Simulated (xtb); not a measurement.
C5H5Cl, SMILES C=C=C/C=C/Cl. All values are semi-empirical tight-binding results from xtb (GFN2-xTB unless named), good for trends rather than for accurate numbers. Coordinates come from a GFN2-xTB optimisation. The structure was generated by enumeration; whether it is a known compound was not checked. The values are those of a single conformer.

Computed properties:
The point group as xtb finds it comes out as Cs and the orbital gap is 3.38 eV. The dipole moment is 2.16 D. The zero-point energy is 48.7 kcal/mol and the G − E(el) at 298.15 K (modified RRHO) is 28.9 kcal/mol. The static polarisability (D4 model) comes out as 71.4 bohr³ and the solvation energy, GFN2-xTB/ALPB(water) is -2.1 kcal/mol. The solvation energy, GFN2-xTB/ALPB(ch2cl2) is -5.7 kcal/mol.
